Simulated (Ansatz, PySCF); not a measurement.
Ti (SMILES [Ti+]), charge +1, quartet. Base run: R2SCAN/6-31G* in PySCF.

Here is a job for PySCF.
```python
from pyscf import gto, scf, dft

mol = gto.Mole()
mol.atom = '''
    Ti    0.000000    0.000000    0.000000
'''
mol.basis = '6-31g*'
mol.charge = 1
mol.spin = 3
mol.verbose = 3
mol.build()

mf = dft.UKS(mol)
mf.xc = 'r2scan'
mf.kernel()
```

The same geometry, method and basis name were run in Ansatz (a first-principles code) and PySCF, at each program's defaults and at the settings that a row names. The base is PySCF at its defaults. Differences at the defaults can come from grids, fitting, cores and function types together.

```
code and settings                                                               ΔE vs base (mEh)  basis functions      E (Eh)  SCF cycles        outcome
------------------------------------------------------------------------------  ----------------  ---------------  ----------  ----------  -------------
PySCF, defaults (exact integrals, its default grid, spherical functions)                   0.000               34  -849.00105          45      converged
Ansatz, defaults (factorised integrals, its default grid, Cartesian functions)            -3.943               36  -849.00499           -      converged
PySCF, density fitting with def2-universal-jkfit                                               -               34           -          50  not converged
PySCF, fine grid                                                                          -0.083               34  -849.00113          22      converged
Ansatz, high accuracy, Cartesian functions as the basis file defines them                 -3.940               36  -849.00499           -      converged
```

Open shells are given as the SCF converged; they aren't shown to be the lowest states, and a large step between rows can be another state.
